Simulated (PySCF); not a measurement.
# Worked example: entropy of an ideal gas

CHI2, SMILES I[CH]I, multiplicity 2.

Geometry: r2SCAN-D4/def2-SVP. The isomer is the one that the SMILES or the coordinates give; other isomers of the formula were not compared. The def2 effective core potentials stand for the cores of I; spin–orbit coupling is left out.

r2SCAN-D4/def2-SVP (PySCF) gives the harmonic wavenumbers 130, 250, 507, 697, 1108, 3219 cm⁻¹ and the rotational temperatures 1.6210, 0.0288, 0.0283 K. The molar mass is 266.83 g/mol, the symmetry number 1, the spin multiplicity 2.

### Question
Work out the entropy at 298.15 K and 1 atm in the rigid-rotor, harmonic-oscillator model.

### Answer

Translation (Sackur–Tetrode at 1 atm): S = R[1.5 ln M + 2.5 ln T − 1.16487] = 178.4 J/(mol K).
Rotation: q = (√π/σ) T^1.5/√(θA θB θC) = 251000, S = R[ln q + 3/2] = 115.8 J/(mol K).
Vibration: with u = 1.4388 ν/T, each mode gives R[u/(e^u − 1) − ln(1 − e^−u)]:
```
ν (cm⁻¹)  modes     u  S (J/(mol K))
--------  -----  ----  -------------
130           1  0.63          12.33
250           1  1.21           7.24
507           1  2.45           2.68
697           1  3.36           1.30
1108          1  5.35           0.25
```
The stiffer modes add less than 0.005 each. Sum 23.8 J/(mol K).
Spin: R ln 2 = 5.8 J/(mol K).
Total 323.8 J/(mol K); the program's own thermochemistry gives 323.8. Translation makes up 55 % and vibration 7 %. Anharmonicity, hindered rotation and orbital degeneracy are left out.
